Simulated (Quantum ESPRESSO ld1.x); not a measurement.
The mean radii <r> (bohr) of the occupied orbitals of an atom or ion are listed with their occupations. Calculated with ld1.x of Quantum ESPRESSO 7.5: scalar-relativistic Kohn-Sham, LDA (Slater exchange, Perdew-Wang correlation), spin-polarised, spherical densities, point nucleus.

orbital  occ.      <r>
1s up       1  0.02725
1s down     1  0.02725
2s up       1   0.1172
2s down     1   0.1172
2p up       3   0.1025
2p down     3   0.1025
3s up       1   0.3128
3s down     1   0.3128
3p up       3   0.3103
3p down     3   0.3102
3d up       5   0.2855
3d down     5   0.2854
4s up       1   0.6895
4s down     1   0.6895
4p up       3   0.7173
4p down     3   0.7174
4d up       1   0.7548

Name the element and its charge. Open shells, if any, are filled with parallel spins first.

Answer. Z = 53, iodine, charge +16: I16+ in [Kr] 4d1. The 1s radius gives Z: for a bare nucleus <r> = (2 gamma + 1)/(2Z) with gamma = sqrt(1 - (Z/c)^2), 0.02683 bohr for Z = 53, and screening makes it slightly larger (0.02725 here). The occupations add up to 37, and the charge is Z minus that.
